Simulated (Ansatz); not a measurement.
Relaxation of the cluster Pt₄H₇ (charge 0, doublet) with UKS r2SCAN-D4/def2-SVP in Ansatz.

Positions (Å) and forces (eV/Å) at steps 28, 29, 30, 31, 32, 33, 34, 36, 37, 39 of 39:

```xyz
11
step=28 energy=-13110.1451 eV
Pt   -1.124   -0.966    0.454   -0.084   -0.097    0.065
Pt   -0.921    1.541   -0.148   -0.019    0.011    0.049
Pt    1.282    0.035    0.649    0.014   -0.014   -0.011
Pt   -0.046   -0.256   -1.770    0.017   -0.007    0.008
H    -1.596   -2.112    1.482    0.067    0.121   -0.086
H     2.355   -1.050    0.913   -0.014    0.014   -0.003
H     0.987   -1.400   -2.651    0.028    0.010    0.027
H    -1.036    2.717    1.161   -0.070    0.002   -0.050
H     1.705    0.251    2.122    0.000   -0.003    0.001
H     0.216   -1.518   -3.004   -0.028   -0.009   -0.024
H    -1.820    2.758    0.792    0.088   -0.029    0.024
11
step=29 energy=-13110.1370 eV rejected
Pt   -1.193   -0.965    0.395   -0.164   -0.517    0.615
Pt   -0.945    1.546   -0.163    0.006   -0.028    0.050
Pt    1.230    0.011    0.647   -0.017    0.015   -0.067
Pt   -0.061   -0.247   -1.789    0.050    0.056   -0.042
H    -1.433   -2.079    1.588    0.134    0.537   -0.546
H     2.311   -1.070    0.903   -0.031    0.005   -0.007
H     1.009   -1.384   -2.645    0.018    0.009    0.035
H    -1.013    2.682    1.176   -0.190    0.024   -0.124
H     1.635    0.214    2.126   -0.007   -0.010    0.022
H     0.250   -1.507   -3.016   -0.014   -0.015   -0.023
H    -1.789    2.799    0.778    0.216   -0.076    0.087
11
step=30 energy=-13110.1523 eV
Pt   -1.153   -0.964    0.426   -0.090   -0.101    0.068
Pt   -0.928    1.545   -0.153    0.003   -0.011    0.012
Pt    1.263    0.026    0.644   -0.020   -0.020   -0.005
Pt   -0.045   -0.246   -1.781   -0.010    0.000    0.002
H    -1.510   -2.086    1.521    0.071    0.128   -0.076
H     2.329   -1.064    0.908    0.003    0.003   -0.007
H     0.992   -1.402   -2.636    0.033   -0.001    0.011
H    -1.029    2.717    1.158   -0.056    0.011   -0.023
H     1.669    0.225    2.124    0.003    0.001    0.003
H     0.228   -1.512   -3.008   -0.005    0.009   -0.009
H    -1.816    2.761    0.797    0.069   -0.018    0.024
11
step=31 energy=-13110.1601 eV
Pt   -1.193   -0.965    0.405   -0.116   -0.194    0.221
Pt   -0.940    1.542   -0.161   -0.024   -0.042   -0.001
Pt    1.231    0.006    0.641   -0.007    0.032   -0.031
Pt   -0.063   -0.247   -1.793    0.074    0.033   -0.003
H    -1.441   -2.046    1.577    0.084    0.207   -0.190
H     2.309   -1.075    0.893   -0.002   -0.020   -0.005
H     1.013   -1.389   -2.624   -0.013    0.008    0.021
H    -1.017    2.707    1.159   -0.052    0.015   -0.020
H     1.644    0.206    2.119   -0.017   -0.012   -0.002
H     0.261   -1.502   -3.020    0.000   -0.010   -0.014
H    -1.805    2.763    0.803    0.073   -0.016    0.025
11
step=32 energy=-13110.1635 eV
Pt   -1.236   -0.966    0.379   -0.005   -0.338    0.423
Pt   -0.968    1.535   -0.175    0.126    0.014   -0.009
Pt    1.196    0.002    0.630   -0.026   -0.016    0.021
Pt   -0.054   -0.234   -1.803   -0.096    0.004   -0.064
H    -1.315   -1.990    1.634    0.029    0.319   -0.395
H     2.261   -1.096    0.872   -0.003    0.002   -0.008
H     1.028   -1.393   -2.605   -0.009   -0.004   -0.003
H    -0.997    2.694    1.159   -0.069   -0.020   -0.035
H     1.586    0.170    2.120   -0.006    0.005   -0.003
H     0.287   -1.491   -3.027    0.045    0.012    0.033
H    -1.787    2.767    0.816    0.012    0.022    0.039
11
step=33 energy=-13110.1703 eV
Pt   -1.242   -0.961    0.379   -0.060   -0.178    0.285
Pt   -0.952    1.545   -0.175   -0.086   -0.014   -0.080
Pt    1.190   -0.011    0.622    0.000    0.016   -0.014
Pt   -0.084   -0.234   -1.816    0.153    0.026    0.062
H    -1.278   -1.953    1.640    0.015    0.159   -0.242
H     2.247   -1.118    0.856    0.008   -0.006   -0.008
H     1.039   -1.380   -2.581   -0.066    0.019    0.009
H    -1.014    2.692    1.166   -0.021    0.026    0.016
H     1.581    0.151    2.111   -0.006   -0.002   -0.010
H     0.310   -1.496   -3.017    0.005   -0.034   -0.041
H    -1.797    2.764    0.814    0.057   -0.012    0.023
11
step=34 energy=-13110.1626 eV rejected
Pt   -1.282   -0.949    0.408    0.249    0.169   -0.286
Pt   -0.950    1.570   -0.193    0.023   -0.136    0.172
Pt    1.184   -0.005    0.632   -0.216    0.002   -0.150
Pt   -0.067   -0.224   -1.802   -0.086   -0.082    0.187
H    -1.242   -1.993    1.594    0.019    0.061    0.032
H     2.253   -1.117    0.783   -0.032    0.030    0.086
H     1.031   -1.414   -2.536    0.005   -0.004   -0.003
H    -1.021    2.714    1.170    0.014   -0.015   -0.033
H     1.566    0.146    2.126    0.035   -0.046   -0.002
H     0.327   -1.510   -3.006   -0.019    0.041    0.030
H    -1.799    2.783    0.825    0.007   -0.021   -0.033
11
step=36 energy=-13110.1741 eV rejected
Pt   -1.270   -0.942    0.353   -0.026   -0.133    0.045
Pt   -0.939    1.565   -0.180   -0.003    0.093   -0.033
Pt    1.174    0.003    0.626    0.034   -0.003    0.005
Pt   -0.060   -0.228   -1.810    0.023    0.023   -0.032
H    -1.199   -1.973    1.549   -0.005    0.015    0.035
H     2.226   -1.109    0.875    0.000    0.000    0.002
H     1.005   -1.460   -2.547   -0.064    0.046   -0.002
H    -1.010    2.690    1.195   -0.003   -0.013   -0.029
H     1.564    0.196    2.114   -0.017   -0.021   -0.003
H     0.296   -1.507   -3.022    0.037    0.011    0.027
H    -1.789    2.764    0.848    0.025   -0.018   -0.014
11
step=37 energy=-13110.1775 eV
Pt   -1.264   -0.955    0.374    0.005   -0.027    0.009
Pt   -0.951    1.555   -0.184    0.005    0.018    0.004
Pt    1.176   -0.005    0.624   -0.005    0.005    0.003
Pt   -0.068   -0.228   -1.809   -0.009   -0.006    0.006
H    -1.213   -1.953    1.602    0.004    0.017   -0.018
H     2.234   -1.115    0.853    0.001   -0.002    0.003
H     1.022   -1.416   -2.559   -0.002    0.001    0.000
H    -1.010    2.694    1.174    0.007   -0.005   -0.003
H     1.558    0.154    2.118   -0.001   -0.003   -0.002
H     0.308   -1.499   -3.020    0.001    0.002    0.001
H    -1.791    2.767    0.829   -0.005   -0.002   -0.005
11
step=39 energy=-13110.1776 eV
Pt   -1.266   -0.957    0.372    0.000    0.002   -0.003
Pt   -0.950    1.557   -0.185   -0.006    0.005    0.005
Pt    1.173   -0.005    0.626   -0.001    0.002   -0.004
Pt   -0.070   -0.228   -1.809    0.001    0.003    0.004
H    -1.203   -1.952    1.599    0.004   -0.002    0.002
H     2.232   -1.113    0.855   -0.001   -0.001    0.002
H     1.020   -1.418   -2.558   -0.002   -0.001    0.000
H    -1.008    2.694    1.173    0.005   -0.001   -0.001
H     1.554    0.153    2.120   -0.002   -0.001    0.002
H     0.307   -1.498   -3.021    0.001   -0.001   -0.002
H    -1.789    2.767    0.829    0.000   -0.004   -0.005
```

In the def2 sets Pt takes a core potential; there is no spin–orbit coupling. The charge 0 doublet is spin-contaminated (final ⟨S²⟩ up to 1.61, 0.75 for a pure state). In the doublet, H7 and H10 lie 0.85 Å apart, H8 and H11 lie 0.86 Å apart (atoms count from 1), so H2 has formed as a molecule. Another isomer (doublet) lies 1.52 eV lower at PBE0-D4/def2-TZVP; other spin states weren't run for this one.
